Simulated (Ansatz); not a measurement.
Al14P13Cl3. The state is a singlet with charge 0. Geometry PBE-D4/def2-SVP.

Cartesian coordinates in Å:
```
Al -3.017 -2.017 -5.339
Al -2.903 0.781 -2.138
Al 0.476 1.363 -1.435
Al 1.722 2.531 1.726
Al 4.609 1.832 2.712
Al -0.986 -1.410 -3.327
Al 3.058 0.076 0.370
Al -4.511 -1.241 -3.396
Al -1.656 1.228 0.794
Al 1.186 1.374 4.527
Al -2.971 -1.854 -0.674
Al -0.091 -1.677 -0.571
Al 0.185 -0.556 2.366
Al 2.815 -1.185 2.923
Cl -0.870 -2.665 -5.495
Cl 6.285 3.032 2.207
Cl 0.310 2.167 6.304
P -4.994 -2.908 -4.861
P -2.560 0.111 -4.350
P -1.626 2.453 -1.169
P 2.459 2.179 -0.465
P 2.845 2.907 3.702
P 1.002 -0.610 -2.457
P 4.761 -0.353 1.954
P -4.716 -0.404 -1.221
P -0.337 1.862 2.550
P -1.501 -3.166 -1.811
P -1.899 -1.026 1.231
P 1.780 -1.815 0.864
P 1.146 -1.010 4.478
```

Single mean-field runs in def2-SVP, def2-TZVP are fitted with def2-universal-jkfit.

(1) Estimate the orbital energies around the gap (eV) in Ansatz with HF/STO-3G, PBE-D4/def2-SVP, PBE-D4/def2-TZVP, r2SCAN-D4/def2-TZVP, BHLYP-D4/def2-TZVP.

Results:

(1) 
```tsv
orbital	HF/STO-3G	PBE-D4/def2-SVP	PBE-D4/def2-TZVP	r2SCAN-D4/def2-TZVP	BHLYP-D4/def2-TZVP
HOMO−5	-4.83	-6.41	-6.31	-6.55	-7.96
HOMO−4	-4.64	-6.28	-6.17	-6.40	-7.83
HOMO−3	-4.60	-6.20	-6.09	-6.31	-7.68
HOMO−2	-4.44	-6.09	-6.01	-6.23	-7.61
HOMO−1	-4.08	-6.03	-5.93	-6.15	-7.48
HOMO	-3.95	-5.78	-5.68	-5.86	-7.13
LUMO	4.65	-4.33	-4.24	-4.18	-2.89
LUMO+1	4.90	-4.13	-4.06	-3.98	-2.67
LUMO+2	5.07	-3.80	-3.75	-3.65	-2.32
LUMO+3	5.60	-3.69	-3.63	-3.47	-2.16
LUMO+4	5.78	-3.40	-3.39	-3.25	-1.89
LUMO+5	6.62	-3.15	-3.12	-2.98	-1.59
```
